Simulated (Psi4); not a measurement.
Method: SAPT0/jun-cc-pVDZ, frozen core run with Psi4.

Psi4 input:

```
molecule {
0 1
C 1.92844005 -0.38181172 -0.03079161
Al -0.00026906 0.00002337 0.00194232
C -1.29330772 -1.47757063 0.10957540
C -0.63533708 1.85942052 -0.07667092
H 2.39909276 0.03892588 -0.93836410
H 2.16993968 -1.45681671 0.00235594
H 2.43933588 0.10117661 0.82255576
H -1.11302736 -2.09550546 1.00838224
H -1.18074044 -2.16189047 -0.75155146
H -2.34475736 -1.14780017 0.13689084
H -1.28154670 2.09459468 0.78881884
H -1.26346508 2.02164917 -0.97212506
H 0.17564243 2.60560491 -0.10101820
--
0 1
S -0.02598011 0.31654232 2.78488483
C 0.67024312 -1.05643013 2.98771098
S 1.36643565 -2.42938453 3.19078533
units angstrom
symmetry c1
no_reorient
no_com
}
set basis jun-cc-pvdz
set scf_type df
set freeze_core true
energy('sapt0')
```

Part of the output:

```
    SAPT Results
  --------------------------------------------------------------------------------------------------------
    Electrostatics                -17.72730474 [mEh]     -11.12405167 [kcal/mol]     -46.54303219 [kJ/mol]
      Elst10,r                    -17.72730474 [mEh]     -11.12405167 [kcal/mol]     -46.54303219 [kJ/mol]

    Exchange                       40.64307789 [mEh]      25.50391642 [kcal/mol]     106.70838631 [kJ/mol]
      Exch10                       40.64307789 [mEh]      25.50391642 [kcal/mol]     106.70838631 [kJ/mol]
      Exch10(S^2)                  39.83826166 [mEh]      24.99888661 [kcal/mol]     104.59534158 [kJ/mol]

    Induction                     -10.68913489 [mEh]      -6.70753341 [kcal/mol]     -28.06431979 [kJ/mol]
      Ind20,r                     -38.50097161 [mEh]     -24.15972444 [kcal/mol]    -101.08428705 [kJ/mol]
      Exch-Ind20,r                 29.51094140 [mEh]      18.51839531 [kcal/mol]      77.48096598 [kJ/mol]
      delta HF,r (2)               -1.69910468 [mEh]      -1.06620428 [kcal/mol]      -4.46099872 [kJ/mol]

    Dispersion                    -15.34122964 [mEh]      -9.62676694 [kcal/mol]     -40.27839288 [kJ/mol]
      Disp20                      -18.15485771 [mEh]     -11.39234521 [kcal/mol]     -47.66557234 [kJ/mol]
      Exch-Disp20                   2.81362806 [mEh]       1.76557827 [kcal/mol]       7.38717946 [kJ/mol]
      Disp20 (SS)                  -9.07742885 [mEh]      -5.69617260 [kcal/mol]     -23.83278617 [kJ/mol]
      Disp20 (OS)                  -9.07742885 [mEh]      -5.69617260 [kcal/mol]     -23.83278617 [kJ/mol]
      Exch-Disp20 (SS)              1.62073518 [mEh]       1.01702668 [kcal/mol]       4.25523963 [kJ/mol]
      Exch-Disp20 (OS)              1.19289289 [mEh]       0.74855159 [kcal/mol]       3.13193984 [kJ/mol]

  Total HF                         12.22663826 [mEh]       7.67233134 [kcal/mol]      32.10103432 [kJ/mol]
  Total SAPT0                      -3.11459139 [mEh]      -1.95443560 [kcal/mol]      -8.17735856 [kJ/mol]
```
